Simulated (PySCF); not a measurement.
**Stationary points of [GaH3]-**

Computed with PySCF, PBE0, basis Ga def2-TZVPD, H def2-TZVPD (no relativity, density fitting).

Relaxations began from a few typed shapes; open shells are unrestricted. The search is not exhaustive: other isomers or separated fragments can lie lower, and high-lying points may rest on an excited occupation.

| spin | group | bonds | angles | imaginary modes (cm⁻¹) | ΔE (kJ/mol) | ΔE with ZPE (kJ/mol) |
| --- | --- | --- | --- | --- | --- | --- |
| doublet | C3v | Ga–H 1.621 Å (×3) | H–Ga–H 111.6° (×3) | none | 0.0 | 0.0 |
| doublet | D3h | Ga–H 1.590 Å (×3) | H–Ga–H 120.0° (×3) | 608i | 16.7 | – |

The lowest minimum found is the doublet C3v: Ga–H 1.621 Å (×3); H–Ga–H 111.6° (×3).

For the lowest minimum: the highest occupied level lies above zero, a sign of self-interaction error or too small a basis; response properties are unreliable. The lowest empty level of this anion is unbound, so it and the gap depend on the basis.
